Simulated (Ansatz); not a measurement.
Program: Ansatz. Geometries: PBE0-D4/def2-TZVP. ΔE: electronic, gas phase. CCSD(T)/CBS adds triple-zeta CCSD(T) − MP2 to the extrapolated MP2 energy (def2 sets, frozen cores). This one scheme is used for every species. Functionals use def2-TZVPP. B3LYP here is the variant with VWN-RPA as its local correlation; programs differ in this. One conformer a species, not always the lowest.

Reaction (formal exchange of groups at the Si–C bond): `B[Si](C)(O)F` + SiH₄ → `B[Si](O)(F)[SiH3]` + CH₄

`B[Si](C)(O)F`:

Cartesian coordinates in Å:
```
B -1.338 -1.121 -0.860
Si -0.239 -0.057 0.448
C 0.946 1.122 -0.368
O 0.521 -1.165 1.393
F -1.167 0.852 1.400
H -2.513 -0.955 -1.006
H -0.809 -1.936 -1.558
H 1.656 0.586 -1.002
H 0.415 1.851 -0.986
H 1.512 1.679 0.385
H 1.016 -0.855 2.154
```

SiH₄:

Z-matrix (Å, degrees):
```
Si
H 1 1.485
H 1 1.485 2 109.5
H 1 1.485 2 109.5 3 -120.0
H 1 1.485 2 109.5 3 120.0
```

`B[Si](O)(F)[SiH3]`:

Z-matrix (Å, degrees):
```
Si
O 1 1.644
F 1 1.610 2 108.4
B 1 2.003 2 109.2 3 122.7
Si 1 2.365 2 111.1 3 -115.3
H 2 0.959 1 118.0 3 60.3
H 4 1.195 1 121.4 2 -146.2
H 4 1.195 1 120.2 2 40.4
H 5 1.488 1 110.4 2 -67.2
H 5 1.487 1 111.4 2 172.0
H 5 1.491 1 109.1 2 51.8
```

CH₄:

Cartesian coordinates in Å:
```
C 0.000 0.000 0.000
H -0.566 0.466 -0.806
H -0.025 0.642 0.880
H 1.033 -0.142 -0.317
H -0.442 -0.966 0.243
```

Is it downhill or uphill in electronic energy at CCSD(T)/CBS, and by how much? (An estimate is asked.)

Ansatz gave: Uphill: ΔE = +12.9 kJ/mol.

What do these levels give: B3LYP, HF/def2-TZVPP, MP2/def2-TZVPP, CCSD(T)/def2-TZVPP, HF/CBS(def2), CCSD/CBS(def2)? (Best estimate.)

Ansatz gave: B3LYP 9.1, HF/def2-TZVPP 24.3, MP2/def2-TZVPP 19.6, CCSD(T)/def2-TZVPP 14.6, HF/CBS(def2) 24.7, CCSD/CBS(def2) 15.0 kJ/mol.

Largest T1 diagnostic among the species: 0.013.

From PBE to PBE0 (25 % exact exchange), in def2-TZVPP and without D4, ΔE moves by +7.3 kJ/mol. In def2-TZVPP, CCSD(T) changes the Hartree–Fock value by −9.7 kJ/mol (the triples alone add −2.1 kJ/mol) and MP2 by −4.7 kJ/mol.
